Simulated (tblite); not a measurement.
C6H13BO2, triplet, at the geometry of the source list (a higher spin typed on purpose: for a closed-shell molecule this is an excited state); tblite with GFN1-xTB.

The tblite input:
```
$ tblite run mol.xyz --method gfn1 --charge 0 --spin 2 --guess eeq --json tblite.json --no-restart

# file mol.xyz
22

C     -1.74100000     0.14790000     0.87670000
C     -0.73420000     0.17360000    -0.27980000
C     -1.11520000    -0.90550000    -1.29170000
O     -0.84600000     1.45790000    -0.89890000
B      0.23980000     2.19760000    -0.57270000
O      1.16880000     1.50510000     0.12750000
C      0.76720000     0.13510000     0.20020000
C      0.97620000    -0.37300000     1.62570000
C      1.68520000    -0.64730000    -0.74660000
H     -2.73590000     0.31720000     0.47170000
H     -1.52780000     0.94630000     1.58300000
H     -1.72560000    -0.80950000     1.38870000
H     -2.16030000    -0.77830000    -1.56210000
H     -0.52370000    -0.82320000    -2.19740000
H     -0.98180000    -1.89250000    -0.85870000
H      0.36130000     3.31530000    -0.86530000
H      0.45630000     0.24960000     2.34620000
H      2.03870000    -0.33580000     1.85710000
H      0.63340000    -1.40100000     1.71430000
H      1.60370000    -0.25880000    -1.75880000
H      2.71370000    -0.51380000    -0.41920000
H      1.44740000    -1.70690000    -0.74000000
```

The log (banner, timings and long lists left out):

```
xTB calculator
 | screened Coulomb repulsion
 | Coulomb electrostatics
 |  * isotropic Klopman-Ohno-Mataga-Nishimoto electrostatics
 |  * onsite third-order electrostatics
 | DFT-D3(BJ) dispersion correction

halogen bonding energy    0.0000000000000E+00 Eh
repulsion energy          3.3336691974583E-01 Eh
dispersion energy        -1.0396382162642E-02 Eh
number of electrons       5.2000000000000E+01 e
integral cutoff           2.1261634374110E+01 bohr

------------------------------------------------------------
  cycle        total energy    energy error   density error
------------------------------------------------------------
      1     -30.07304221198  -3.0396013E+01   5.5959006E-01
      2     -30.24474300186  -1.7170079E-01   3.7777966E-01
      3     -29.98981569595   2.5492731E-01   2.3139181E-01
      4     -30.21755731402  -2.2774162E-01   1.2745144E-01
      5     -30.28969065405  -7.2133340E-02   6.7392565E-02
      6     -30.31866459734  -2.8973943E-02   2.4478399E-02
      7     -30.30031751125   1.8347086E-02   4.8539887E-02
      8     -30.18260359859   1.1771391E-01   1.1051406E-01
      9     -30.24116964621  -5.8566048E-02   8.4084330E-02
     10     -30.25885116771  -1.7681522E-02   7.4108735E-02
     11     -30.30932818747  -5.0477020E-02   3.3073347E-02
     12     -30.30730577643   2.0224110E-03   3.7077498E-02
     13     -30.31142530034  -4.1195239E-03   3.2570363E-02
     14     -30.31638037821  -4.9550779E-03   2.3088745E-02
     15     -30.32067598084  -4.2956026E-03   9.1706513E-03
     16     -30.32100765388  -3.3167304E-04   7.1741316E-03
     17     -30.32047107801   5.3657587E-04   1.0520560E-02
     18     -30.32148229836  -1.0112203E-03   2.0752500E-03
     19     -30.32147166911   1.0629248E-05   2.2233284E-03
     20     -30.32151807965  -4.6410537E-05   5.4807951E-04
     21     -30.32152007339  -1.9937400E-06   3.5119910E-04
     22     -30.32152081363  -7.4024235E-07   1.0409590E-04
     23     -30.32152092481  -1.1117937E-07   3.5113287E-05
     24     -30.32152093407  -9.2615799E-09   1.2953191E-05
------------------------------------------------------------

electronic energy        -3.0644491471653E+01 Eh
total energy             -3.0321520934070E+01 Eh

Post processing:
 | Mayer-Wiberg bond orders

[Info] JSON dump of results written to 'tblite.json'
```
